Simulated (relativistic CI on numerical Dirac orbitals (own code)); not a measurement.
## Energy levels of La27+

Method of calculation: Dirac-Coulomb-Breit CI, orbitals from a KLI potential per configuration, model QED (radiative potential, 1s self-energy scaled to tabulated hydrogen-like ionisation energies), unscaled Slater integrals (own radial code, finite nucleus).

Configuration list (outside the closed core [Ar] 3d10): 4s2, 4s 4p, 4p2, 4s 4d, 4d2, 4s 4f, 4p 4d, 4f2, 4p 4f, 4d 4f, 4s 5s, 4s 5p, 4s 5d, 4s 5f, 4s 5g, 4s 6s. Levels of other configurations are missing.

| No. | Configuration | Term | J | E (eV) | % | Landé g | Lifetime (s) | jj configuration (%) |
| --- | --- | --- | --- | --- | --- | --- | --- | --- |
| 1 | 4s2 | 1S | 0 | 0.000 | 99 |  |  | closed (99) |
| 2 | 4s 4p | 3P° | 0 | 51.299 | 100 |  |  | 4s 4p1/2 (100) |
| 3 | 4s 4p | 3P° | 1 | 54.971 | 87 | 1.432 | 2.32e-10 | 4s 4p1/2 (94) |
| 4 | 4s 4p | 3P° | 2 | 75.510 | 100 | 1.499 | 1.85e-05 | 4s 4p3/2 (100) |
| 5 | 4s 4p | 1P° | 1 | 88.738 | 86 | 1.063 | 7.49e-12 | 4s 4p3/2 (93) |
| 6 | 4p2 | 3P | 0 | 119.252 | 77 |  | 1.62e-11 | 4p1/2^2 (98) |
| 7 | 4p2 | 3P | 1 | 139.621 | 100 | 1.499 | 9.08e-12 | 4p1/2 4p3/2 (100) |
| 8 | 4p2 | 1D | 2 | 140.296 | 61 | 1.166 | 1.74e-11 | 4p1/2 4p3/2 (95) |
| 9 | 4p2 | 3P | 2 | 163.004 | 65 | 1.324 | 8.61e-12 | 4p3/2^2 (91) |
| 10 | 4p2 | 1S | 0 | 172.815 | 76 |  | 6.63e-12 | 4p3/2^2 (97) |
| 11 | 4s 4d | 3D | 1 | 176.262 | 100 | 0.497 | 3.99e-12 | 4s 4d3/2 (100) |
| 12 | 4s 4d | 3D | 2 | 177.850 | 97 | 1.161 | 4.24e-12 | 4s 4d3/2 (72) |
| 13 | 4s 4d | 3D | 3 | 181.069 | 100 | 1.332 | 5.96e-12 | 4s 4d5/2 (100) |
| 14 | 4s 4d | 1D | 2 | 191.592 | 84 | 1.008 | 3.43e-12 | 4s 4d5/2 (66) |
| 15 | 4p 4d | 3F° | 2 | 230.426 | 79 | 0.741 | 2.96e-11 | 4p1/2 4d3/2 (99) |
| 16 | 4p 4d | 3F° | 3 | 239.964 | 75 | 1.105 | 1.40e-11 | 4p1/2 4d5/2 (88) |
| 17 | 4p 4d | 3P° | 2 | 241.640 | 44 | 1.249 | 5.79e-12 | 4p1/2 4d5/2 (97) |
| 18 | 4p 4d | 3D° | 1 | 241.874 | 60 | 0.806 | 2.85e-12 | 4p1/2 4d3/2 (97) |
| 19 | 4p 4d | 3F° | 4 | 258.560 | 97 | 1.248 | 2.65e-11 | 4p3/2 4d5/2 (97) |
| 20 | 4p 4d | 1D° | 2 | 258.961 | 45 | 1.019 | 3.67e-12 | 4p3/2 4d3/2 (76) |
| 21 | 4p 4d | 3D° | 3 | 261.639 | 44 | 1.166 | 3.19e-12 | 4p3/2 4d3/2 (72) |
| 22 | 4p 4d | 3P° | 0 | 261.988 | 100 |  | 3.38e-12 | 4p3/2 4d3/2 (100) |
| 23 | 4p 4d | 3P° | 1 | 262.659 | 70 | 1.200 | 3.13e-12 | 4p3/2 4d3/2 (95) |
| 24 | 4p 4d | 3P° | 2 | 265.306 | 52 | 1.315 | 3.89e-12 | 4p3/2 4d5/2 (78) |
| 25 | 4p 4d | 1F° | 3 | 269.784 | 43 | 1.137 | 3.62e-12 | 4p3/2 4d5/2 (77) |
| 26 | 4p 4d | 1P° | 1 | 275.890 | 79 | 0.988 | 3.69e-12 | 4p3/2 4d5/2 (91) |
| 27 | 4s 4f | 3F° | 2 | 286.922 | 99 | 0.665 | 4.87e-12 | 4s 4f5/2 (99) |
| 28 | 4s 4f | 3F° | 3 | 287.365 | 98 | 1.082 | 4.86e-12 | 4s 4f5/2 (55) |
| 29 | 4s 4f | 3F° | 4 | 287.988 | 97 | 1.249 | 4.88e-12 | 4s 4f7/2 (97) |
| 30 | 4s 4f | 1F° | 3 | 297.275 | 79 | 1.001 | 3.02e-12 | 4s 4f7/2 (46) |
| 31 | 4p 4f | 3G | 3 | 343.838 | 71 | 0.830 | 5.29e-12 | 4p1/2 4f5/2 (98) |
| 32 | 4p 4f | 3G | 4 | 344.608 | 34 | 1.084 | 1.21e-11 | 4p1/2 4f7/2 (86) |
| 33 | 4p 4f | 3F | 2 | 345.339 | 50 | 0.808 | 6.27e-12 | 4p1/2 4f5/2 (78) |
| 34 | 4p 4f | 3D | 3 | 346.179 | 40 | 1.164 | 6.10e-12 | 4p1/2 4f7/2 (92) |
| 35 | 4d2 | 3F | 2 | 358.613 | 78 | 0.745 | 2.09e-12 | 4d3/2^2 (62) |
| 36 | 4d2 | 3F | 3 | 359.729 | 78 | 1.076 | 3.01e-12 | 4d3/2 4d5/2 (78) |
| 37 | 4d2 | 1G | 4 | 360.002 | 52 | 1.046 | 6.02e-12 | 4d3/2 4d5/2 (34) |
| 38 | 4d2 | 1D | 2 | 361.706 | 60 | 1.057 | 2.91e-12 | 4d3/2 4d5/2 (58) |
| 39 | 4d2 | 3P | 0 | 362.080 | 89 |  | 2.18e-12 | 4d3/2^2 (88) |
| 40 | 4d2 | 3F | 4 | 362.257 | 66 | 1.199 | 4.11e-12 | 4d5/2^2 (47) |
| 41 | 4d2 | 3P | 1 | 364.692 | 100 | 1.499 | 2.48e-12 | 4d3/2 4d5/2 (100) |
| 42 | 4d2 | 3P | 2 | 367.726 | 79 | 1.380 | 3.07e-12 | 4d5/2^2 (69) |
| 43 | 4p 4f | 1F | 3 | 368.547 | 52 | 0.998 | 3.64e-12 | 4p3/2 4f5/2 (55) |
| 44 | 4p 4f | 3G | 5 | 369.341 | 100 | 1.199 | 4.73e-12 | 4p3/2 4f7/2 (100) |
| 45 | 4p 4f | 3F | 4 | 371.646 | 48 | 1.199 | 2.71e-12 | 4p3/2 4f7/2 (41) |

Energies count from the lowest computed level; ° marks odd parity; lifetimes are radiative, by E1, M1, E2, M2 decay to levels of this space only; some are left blank where a channel outside the calculation adds to the decay or the decay crosses a small, uncertain gap. Filled j subshells are mostly left out of the jj labels.

The mean weight of the leading LS term, summed over parents, in these 45 levels is 75 %, and that of the leading jj configuration (from the same eigenvectors) 83 %.

At this charge energies of transitions that change n are usually good to better than 1 %, and those within a shell (Δn = 0) to a few per cent.

LS names give the leading component of a level, which can be under half, so a name can repeat, a term be missing and a line seem to break the LS rules.
